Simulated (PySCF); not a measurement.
# Polarisability and C₆ of Fe (iron, neutral)

[Ar] 3d6 4s2, high-spin 5D determinant. Computed with PySCF 2.14 in aug-cc-pwCVTZ-DK, with the spin-free X2C one-electron Hamiltonian (Gaussian nucleus). Coupled (time-dependent) response in atomic units; α is the mean over directions.

| method | mean α (bohr³) | α xx, yy, zz | C₆ (like pair) | S(−4) |
| --- | --- | --- | --- | --- |
| UHF | 81.99 | 81.02, 81.02, 83.94 | 779.2 | 5918 |
| PBE | 60.67 | 59.98, 59.98, 62.04 | 536.0 | 2060 |

S(−4) is the Cauchy moment in α(ω) = α(0) + S(−4) ω² + …

Reference α: 62 ± 4 bohr³ (recommended; Schwerdtfeger and Nagle, table of static dipole polarizabilities (2023 update)). Published C₆: 482.0 (Chu and Dalgarno (2004); Tang, Norbeck and Certain (1976)).

Hartree-Fock lies above the reference because it lacks correlation, which contracts the outer shell.

α(iu) at UHF:

```json
{"u (hartree)": "0", "α(iu) (bohr³)": "81.99"}
{"u (hartree)": "0.0500", "α(iu) (bohr³)": "71.69"}
{"u (hartree)": "0.100", "α(iu) (bohr³)": "55.50"}
{"u (hartree)": "0.200", "α(iu) (bohr³)": "31.20"}
{"u (hartree)": "0.300", "α(iu) (bohr³)": "19.08"}
{"u (hartree)": "0.500", "α(iu) (bohr³)": "9.509"}
{"u (hartree)": "0.750", "α(iu) (bohr³)": "5.465"}
{"u (hartree)": "1.00", "α(iu) (bohr³)": "3.738"}
{"u (hartree)": "1.50", "α(iu) (bohr³)": "2.215"}
{"u (hartree)": "2.00", "α(iu) (bohr³)": "1.523"}
{"u (hartree)": "3.00", "α(iu) (bohr³)": "0.8795"}
{"u (hartree)": "5.00", "α(iu) (bohr³)": "0.4147"}
```

The components differ because the open shell of this determinant is not spherical; for a pure term their mean is the scalar polarisability.
